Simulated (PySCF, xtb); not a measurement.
C₂H₈N₂OSi, SMILES C/C=N\[Si@H](N)O.

GFN2-xTB run with xtb at its own geometry gives an orbital gap of 3.04 eV and a dipole moment of 1.71 D.

Geometry: PBE0-D3(BJ)/def2-SVP. The structure was generated by enumeration; whether it is a known compound was not checked. The values are those of a single conformer.

What does ωB97X/def2-TZVP run with PySCF give? (An estimate is asked for; the answer gives what the named calculation found.)

gap 10.95 eV (levels -9.13 and 1.83 eV), dipole 1.75 D.
